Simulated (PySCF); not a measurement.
Si(Cl)(Me)2(SH) (C2H7ClSSi), SMILES S[Si](Cl)(C)C. The structure is a stationary point at PBE-D3(BJ)/def2-SVP. Other conformers were not sampled.

Computed equilibrium geometry at PBE-D3(BJ)/def2-SVP (PySCF confirms it by a frequency run) as bond lengths and angles, and its point group (one conformer of several):
point group Cs.
Atoms: C1 Si2 C3 S4 Cl5 H6 H7 H8 H9 H10 H11 H12. Bonds (Å): C1–Si2 1.877, C1–H6 1.110, C1–H7 1.107, C1–H8 1.109, Si2–C3 1.877, Si2–S4 2.168, Si2–Cl5 2.091, C3–H9 1.107, C3–H10 1.109, C3–H11 1.110, S4–H12 1.365. Bond angles (°): Si2–C1–H6 110.5, Si2–C1–H7 110.5, Si2–C1–H8 110.5, H6–C1–H7 108.3, H6–C1–H8 108.3, H7–C1–H8 108.7, C1–Si2–C3 112.1, C1–Si2–S4 111.7, C1–Si2–Cl5 108.6, C3–Si2–S4 111.7, C3–Si2–Cl5 108.6, S4–Si2–Cl5 103.8, Si2–C3–H9 110.5, Si2–C3–H10 110.5, Si2–C3–H11 110.5, H9–C3–H10 108.7, H9–C3–H11 108.3, H10–C3–H11 108.3, Si2–S4–H12 93.0.
Charge 0, spin multiplicity 1.
